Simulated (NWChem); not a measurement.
System: SOF anion

Output (shortened):

```
             Northwest Computational Chemistry Package (NWChem) 7.3.0
             --------------------------------------------------------

                             Geometry "geometry" -> ""
                             -------------------------

 Output coordinates in angstroms (scale by  1.889725989 to convert to a.u.)

  No.       Tag          Charge          X              Y              Z
 ---- ---------------- ---------- -------------- -------------- --------------
    1 O                    8.0000    -0.61357600     1.25253100     0.00000000
    2 S                   16.0000     0.50440400     0.17330800     0.00000000
    3 F                    9.0000    -0.33340400    -1.43232000     0.00000000

 Effective nuclear repulsion energy (a.u.)      99.7800140549

                                 NWChem DFT Module
                                 -----------------

 Summary of "ao basis" -> "ao basis" (spherical)
 ------------------------------------------------------------------------------
       Tag                 Description            Shells   Functions and Types
 ---------------- ------------------------------  ------  ---------------------
 O                        aug-cc-pvdz                9       23   4s3p2d
 S                        aug-cc-pvdz               11       27   5s4p2d
 F                        aug-cc-pvdz                9       23   4s3p2d

 in cosmo_initialize ...
 calling solv_data for solv:clbenzen

 solvent parameters
 solvname_short: clbenzen
 solvname_long:  chlorobenzene
 dielec:        5.6968
 dielecinf:     2.3229
 nonaqueous SMD model solvent descriptors
 dielec:        5.6968
 sola:          0.0000
 solb:          0.0700
 solc:          0.8570
 solg:         47.4800
 solh:          0.1430
 soln:          1.5241

          ---------------
          -cosmo- solvent
          ---------------
 Cosmo: York-Karplus, doi: 10.1021/jp992097l
 dielectric constant -eps-     =   5.70
 screen = (eps-1)/(eps    )    =   0.82446
 surface charge correction     = lagrangian

   van der Waals surface
 --------------------------

[...]

                                COSMO-SMD solvation results
                                ---------------------------

             internal energy in gas <Psi(g)|H|Psi(g)> =      -573.258934827153
         internal energy in solvent <Psi(s)|H|Psi(s)> =      -573.258393791046
                               delta internal energy  =         0.000541036107 (    0.34 kcal/mol)
   total free energy in solvent <Psi(s)|H+V/2|Psi(s)> =      -573.336722142886
 polarization energy contribution <Psi(s)|V/2|Psi(s)> =        -0.078328351840 (  -49.15 kcal/mol)
    total free energy in solvent including G(SMD-CDS) =      -573.338853002497
                       G(SMD-CDS) energy contribution =        -0.002130859612 (   -1.34 kcal/mol)
     1 M fixed-concentration free energy of solvation =        -0.079918175345 (  -50.15 kcal/mol)

                       DFT Final Molecular Orbital Analysis
                       ------------------------------------

 Vector   15  Occ=2.000000D+00  E=-3.673989D-01
              MO Center= -2.9D-01,  6.3D-01, -1.6D-10, r^2= 1.8D+00
   Bfn.  Coefficient  Atom+Function         Bfn.  Coefficient  Atom+Function
  ----- ------------  ---------------      ----- ------------  ---------------
     7      0.471395  1 O  pz                10      0.326760  1 O  pz
    34      0.285527  2 S  pz                57     -0.260808  3 F  pz
    37      0.192214  2 S  pz                60     -0.179306  3 F  pz
    13      0.081106  1 O  pz                63     -0.054033  3 F  pz
    42      0.047248  2 S  d -1              44      0.034931  2 S  d  1

 Vector   16  Occ=2.000000D+00  E=-3.099287D-01
              MO Center= -3.6D-01,  5.7D-01,  1.1D-11, r^2= 2.1D+00
   Bfn.  Coefficient  Atom+Function         Bfn.  Coefficient  Atom+Function
  ----- ------------  ---------------      ----- ------------  ---------------
     5      0.435520  1 O  px                 8      0.312292  1 O  px
    56      0.274885  3 F  py                 6      0.264630  1 O  py
    27     -0.208688  2 S  s                 59      0.201568  3 F  py
     9      0.198385  1 O  py                33      0.133636  2 S  py
    26     -0.124653  2 S  s                 55      0.112042  3 F  px

 Vector   17  Occ=2.000000D+00  E=-1.801260D-01
              MO Center=  2.3D-01,  4.2D-01, -5.8D-11, r^2= 2.1D+00
   Bfn.  Coefficient  Atom+Function         Bfn.  Coefficient  Atom+Function
  ----- ------------  ---------------      ----- ------------  ---------------
    37      0.493490  2 S  pz                34      0.471616  2 S  pz
     7     -0.399220  1 O  pz                10     -0.312732  1 O  pz
    40      0.188789  2 S  pz                13     -0.185943  1 O  pz
    57     -0.148544  3 F  pz                60     -0.108720  3 F  pz
    63     -0.065120  3 F  pz                44     -0.040669  2 S  d  1

 Vector   18  Occ=0.000000D+00  E= 5.257760D-02
              MO Center=  5.3D-01,  6.7D-02,  3.6D-11, r^2= 4.8D+00
   Bfn.  Coefficient  Atom+Function         Bfn.  Coefficient  Atom+Function
  ----- ------------  ---------------      ----- ------------  ---------------
    39      0.630160  2 S  py                38      0.453991  2 S  px
    36      0.428270  2 S  py                54      0.415112  3 F  s
    33      0.334699  2 S  py                35      0.293557  2 S  px
    27     -0.256112  2 S  s                 12     -0.250855  1 O  py
    28     -0.217942  2 S  s                 11     -0.213192  1 O  px

[...]
```

Level: M05-2X/aug-cc-pVDZ, SMD on the gas-phase geometry. All runs use the structure optimised with B3LYP/def2-SVPD. The gas-phase anion has a positive highest level at the geometry level, so the gas reference is doubtful. Solvent: chlorobenzene.

Question: Write an input that gives this output.

Answer: This is not unique; one that fits is the input that was run:
```
start job
memory heap 200 mb stack 900 mb global 1100 mb
charge -1
geometry units angstroms noautosym nocenter noautoz
  O     -0.613576     1.252531     0.000000
  S      0.504404     0.173308     0.000000
  F     -0.333404    -1.432320     0.000000
end
basis spherical
  O library aug-cc-pvdz
  S library aug-cc-pvdz
  F library aug-cc-pvdz
end
dft
  xc m05-2x
  iterations 150
end
cosmo
  do_cosmo_smd true
  solvent clbenzen
end
task dft energy
```
